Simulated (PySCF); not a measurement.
Cost against size for one kind of job: PBE0-D3(BJ)/def2-SVP geometry optimisation, gas phase, def2 core potentials past Kr in PySCF 2.14.0; work: geometry optimisation from a GFN2-xTB start shaken at random. Hardware: an Arm Neoverse V1 with one thread, on a shared host. Other jobs ran on the host; a repeat could differ by tens of per cent or more. Peak memory is the resident size of the whole Python process, interpreter and libraries included.

```tsv
species (SMILES)	atoms	electrons	basis functions	SCF cycles	gradient evaluations	wall time	peak memory
P[SiH2][PbH3]	10	118	97	33	5	?	?
N#C[BH2-][AsH3+]	9	56	99	40	6	21 s	0.40 GiB
ClB[C@]12C[C@H]1C2	12	52	118	50	8	?	?
FB(F)C1=CC/1=C\Cl	10	66	126	86	13	?	?
CC[C@@H](C)N(C)NC	24	66	192	55	9	3.1 min	0.89 GiB
```

Problem. Estimate the withheld figures.

Solution. `P[SiH2][PbH3]`: 30 s, 0.42 GiB; `ClB[C@]12C[C@H]1C2`: 44 s, 0.51 GiB; `FB(F)C1=CC/1=C\Cl`: 77 s, 0.51 GiB.

Problem. With all rows, how does the wall time grow with the number of basis functions N?

Solution. A straight line through log(time) against log(N) has slope 3.0 between N = 97 and 192, and the rows scatter about it by a factor of about 1.3 (standard error of the fit). This is a fit to these rows, whose iteration counts differ, not the method's formal scaling.

Problem. Which species took longest, and how many times the shortest run?

Solution. `CC[C@@H](C)N(C)NC`, at 3.1 min: about 8.9 times the shortest (21 s).
